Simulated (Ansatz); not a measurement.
Start from `[CH3][Ga]([CH3])[NH2]` and change one atom or group to get `[CH3][Ga]([CH3])[CH]=O`.

Ansatz, PBE0-D4/def2-TZVP geometries, multiplicity 1. Each molecule was computed in one conformer, which needn't be the lowest.

Scalar relativity is left out up to krypton.

| property | `[CH3][Ga]([CH3])[NH2]` |
| --- | --- |
| HOMO energy (PBE/def2-TZVPP) / eV | -5.65 |
| HOMO–LUMO gap (PBE/def2-TZVPP) / eV | 5.06 |
| LUMO energy (B3LYP/def2-TZVPP) / eV | -0.07 |
| HOMO–LUMO gap (ωB97M-V/def2-TZVPP) / eV | 11.27 |
| HOMO energy (PBE0/def2-TZVPP) / eV | -6.99 |
| HOMO–LUMO gap (PBE0/def2-TZVPP) / eV | 7.21 |

Q: Give the same properties after the change, and the shifts. (Estimate.)

A: Computed: 
```csv
property,`[CH3][Ga]([CH3])[CH]=O`,shift
HOMO energy (PBE/def2-TZVPP) / eV,-4.85,0.80
HOMO–LUMO gap (PBE/def2-TZVPP) / eV,2.68,-2.38
LUMO energy (B3LYP/def2-TZVPP) / eV,-1.28,-1.21
HOMO–LUMO gap (ωB97M-V/def2-TZVPP) / eV,9.12,-2.15
HOMO energy (PBE0/def2-TZVPP) / eV,-6.18,0.81
HOMO–LUMO gap (PBE0/def2-TZVPP) / eV,5.20,-2.01
```

With PBE0 the HOMO rises by 0.81 eV and the LUMO falls by 1.20 eV, so the gap narrows by about 2.01 eV. PBE moves the HOMO by 0.80 eV and ωB97M-V by 0.96 eV.

B3LYP here is the variant with VWN-RPA as its local correlation; programs differ in this.
